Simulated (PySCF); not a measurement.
This script is equivalent to a calculation on N²⁺ (nitrogen, charge +2).

```python
from pyscf import gto, scf, dft, mp, cc
import basis_set_exchange as bse
mol = gto.M(atom="N 0 0 0", charge=2, spin=1, symmetry="D2h",
            basis=gto.basis.parse(bse.get_basis("aug-cc-pwCVTZ", elements=["N"], fmt="nwchem")))
mf = dft.UKS(mol, xc="R2SCAN")
mf.irrep_nelec = {'Ag': (2, 2), 'B2u': (1, 0)}
mf.kernel()
```

Q: What total energy does it give?

A: -52.929 hartree (calculated).

Q: Which occupied shell lies highest, and where?

A: 2p α, at -39.759 eV.

Q: What is ⟨S²⟩, and what would a pure spin state give?

A: 0.753, against 0.75.
